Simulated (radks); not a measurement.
Q: Radial electron density D(r) = 4 pi r^2 rho(r) of an atom or ion with 65 electrons. All-electron calculation, scalar-relativistic Kohn-Sham, SOGGA, spin-polarised, spherical densities, finite nucleus; Fermi nuclear charge, rms radius of each element as measured or else 0.836 A^(1/3) + 0.57 fm. Program: a radial shooting solver on a logarithmic mesh with Libxc functionals.

r (bohr)   D(r) (e/bohr)  spin D(r)
0.0009883          5.212    0.00252
0.001318           8.218    0.00395
0.001772           12.91    0.00616
0.002364           19.64    0.00925
0.003153           29.06     0.0134
0.004205           41.50     0.0186
0.005608           56.50     0.0242
0.00754            72.70     0.0285
0.01006            85.64     0.0286
0.01341            91.54     0.0219
0.01789            88.63    0.00927
0.02386            82.08  -0.000166
0.03182            83.91     0.0109
0.04279            101.9     0.0501
0.05707            120.8     0.0803
0.07612            115.9     0.0592
0.1015             95.68     0.0670
0.1354             98.18      0.280
0.182              109.1      0.692
0.2428             79.57       1.41
0.3238             50.45       2.97
0.4319             58.29       4.34
0.5761             52.46       4.00
0.7745             27.62       3.32
1.033              14.93       2.97
1.378              9.452       2.03
1.838              4.198      0.986
2.451              1.081      0.386
3.295             0.1637      0.105
4.395            0.01658     0.0148
5.862          0.0007341   0.000720

What is the nuclear charge?

A: Z = 68. The innermost maximum, from 1s, lies near gamma/Z bohr with gamma = sqrt(1 - (Z/c)^2) = 0.868, here 0.0128 bohr (found: 0.0140), and its height grows with Z. The density is that of the erbium ion Er3+ in [Kr] 4d10 4f11 5s1 5p6 5d1; the configuration itself is not fixed sharply by these data, and Z only to a few units. D(r) has 4 maxima, at r = 0.0140, 0.0628, 0.175, 0.475 bohr, and minima at 0.0267, 0.114, 0.337 bohr, inside which lie 1.92, 11.13, 29.56 electrons.
